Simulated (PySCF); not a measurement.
# Correlation energy of Bi (bismuth, neutral)

[Xe] 4f14 5d10 6s1 6p3 7s1, high-spin 6S determinant (an excited configuration). All numbers are calculated (PySCF 2.14, a scalar-relativistic core potential, in aug-cc-pVTZ-PP with one added diffuse shell each of d, f type with ECP60MDF (6s5p5d3f, 67 functions)). Frozen: 5s2 5p6 5d10; 5 electrons correlated.

```tsv
level	correlation energy (mhartree)
CCSD	-28.20
(T)	-0.58
CCSD(T)	-28.78
```

Diagnostics: T1 = 0.0086, D1 = 0.0251, largest double amplitude 0.023.

Spin-orbit coupling is strong in this species (close to jj coupling), so the high-spin LS determinant is a model state, not a physical level. The outer electron is Rydberg-like, and this basis confines it to a smaller radius and binds it less than a complete one would.

Cost of the coupled-cluster step: roughly 2.2 core-seconds, for 5 correlated electrons.

Iterations:

```
CC2 = 0
CCSD nocc = (np.int64(5), np.int64(0)), nmo = (58, 58)
frozen orbitals [[0, 1, 2, 3, 4, 5, 6, 7, 8], [0, 1, 2, 3, 4, 5, 6, 7, 8]]
max_cycle = 100
direct = 0
conv_tol = 1e-08
conv_tol_normt = 1e-06
diis_space = 8
diis_start_cycle = 0
Init t2, MP2 energy = -0.0218415023108501
Init E_corr(UCCSD) = -0.0218415024043076
cycle = 1  E_corr(UCCSD) = -0.0265418986624852  dE = -0.00470039626  norm(t1,t2) = 0.032437
cycle = 2  E_corr(UCCSD) = -0.0277025562513674  dE = -0.00116065759  norm(t1,t2) = 0.0112991
cycle = 3  E_corr(UCCSD) = -0.0282317198784231  dE = -0.000529163627  norm(t1,t2) = 0.00458779
cycle = 4  E_corr(UCCSD) = -0.0281949183018764  dE = 3.68015765e-05  norm(t1,t2) = 0.000625769
cycle = 5  E_corr(UCCSD) = -0.0281959175860493  dE = -9.99284173e-07  norm(t1,t2) = 5.67948e-05
cycle = 6  E_corr(UCCSD) = -0.028195682104619  dE = 2.3548143e-07  norm(t1,t2) = 6.29353e-06
cycle = 7  E_corr(UCCSD) = -0.0281957683513534  dE = -8.62467344e-08  norm(t1,t2) = 1.08896e-06
cycle = 8  E_corr(UCCSD) = -0.0281957504989249  dE = 1.78524286e-08  norm(t1,t2) = 1.9608e-07
cycle = 9  E_corr(UCCSD) = -0.02819575139558  dE = -8.96655184e-10  norm(t1,t2) = 2.52035e-08
UCCSD converged
E(UCCSD) = -213.2065827504736  E_corr = -0.02819575139558004
UCCSD(T) correction = -0.000577959654736053
```

Spin-orbit coupling is strong in this species, so the high-spin LS determinant is a model state.
